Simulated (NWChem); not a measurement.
Molecule: SeICl; SMILES Cl[Se]I

```xyz
3

Se     0.7486    -0.9946     0.0000
Cl    -1.0772    -2.1854     0.0000
I     -0.1277     1.3646     0.0000
```
Atoms are numbered in this order, from 1.

Level: PBE0/def2-SVP with def2 effective core potentials on I (NWChem), optimised geometry, unscaled harmonic frequencies. This build's default masses of Se (78.918 u) and Br (79.917 u) are each other's, which moves their modes by up to 0.6 %. def2 effective core potentials on I; no spin-orbit coupling.

### Question
List the harmonic frequencies with IR intensities, and the thermochemistry.

### Answer
```
frequency (cm⁻¹)  IR intensity (km/mol)
----------------  ---------------------
117                                 0.3
251                                 8.5
406                                33.0
```

- zero-point energy: 1.1 kcal/mol
- thermal correction to the enthalpy at 298.15 K (with zero-point energy): 4.4 kcal/mol
- heat capacity Cv: 11.1 cal/(mol K)
- entropy at 298.15 K and 1 atm (symmetry number 1): 76.6 cal/(mol K)

Rigid rotor and harmonic oscillator.
